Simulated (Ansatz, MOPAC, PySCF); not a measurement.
Isomers of CH3BSi. Isolated molecules, 0 K electronic values unless said otherwise. Strings in code marks are SMILES.

Quantity: electronic energy of isomers of CH3BSi relative to `B1C=[SiH]1`, in kcal/mol. The restricted reference of `B1=C[SiH2]1` is unstable towards unrestricted orbitals. Semi-empirical values (MOPAC) are differences of heats of formation.

Level 1: frozen-core CCSD(T) with HF/cc-pVQZ and the correlation energy extrapolated as X^-3 from cc-pVTZ and cc-pVQZ // PBE0-D3(BJ)/def2-TZVP (Ansatz, an electronic-structure program)
Level 2: LDA/cc-pVTZ // PBE0-D3(BJ)/def2-TZVP (Ansatz)
Level 3: B3LYP/6-311+G** // PBE0-D3(BJ)/def2-TZVP (PySCF)
Level 4: PM6 // PBE0-D3(BJ)/def2-TZVP (MOPAC)

```json
[
 {"species": "`B=C=[SiH2]`", "level 1": "10.0", "level 2": "15.9", "level 3": "6.93", "level 4": "-25.6"},
 {"species": "`B1=C[SiH2]1`", "level 1": "20.8", "level 2": "25.6", "level 3": "24.6", "level 4": "16.7"}
]
```
